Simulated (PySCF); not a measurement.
CH5GaN, charge +1.

```xyz
8

Ga     0.0044    -0.0213     0.0159
C     -0.2267     1.5034    -1.0972
H     -1.0362     2.1250    -0.6845
H     -0.5006     1.1674    -2.1091
H      0.7113     2.0772    -1.1294
N      0.2127    -1.4246     1.0391
H      0.5673    -2.3197     0.7079
H     -0.0079    -1.4389     2.0330
```
Charge +1, spin multiplicity 1.

Geometry optimised at ωB97X-D3(BJ)/def2-SVP. The multiplicity is an assumed one; other spin states were not compared. The isomer is the one that the SMILES or the coordinates give; other isomers of the formula were not compared. The values are those of a single conformer.

Calculation: PBE0/pcSseg-1 (PySCF). Non-relativistic, no solvent.

Computed absolute GIAO shielding of each atom: isotropic value and principal components (ppm):
| atom | σ(iso) | σ11 | σ22 | σ33 | span |
|---|---|---|---|---|---|
| Ga1 | 1388.7 | 858.7 | 907.1 | 2400.4 | 1541.7 |
| C2 | 182.8 | 169.3 | 174.6 | 204.6 | 35.3 |
| H3 | 29.1 | 23.6 | 25.6 | 38.0 | 14.4 |
| H4 | 29.1 | 23.6 | 25.6 | 38.0 | 14.4 |
| H5 | 29.0 | 23.4 | 25.7 | 38.0 | 14.5 |
| N6 | 202.8 | 110.9 | 202.1 | 295.6 | 184.8 |
| H7 | 27.1 | 21.1 | 21.6 | 38.7 | 17.6 |
| H8 | 27.1 | 21.1 | 21.6 | 38.7 | 17.6 |
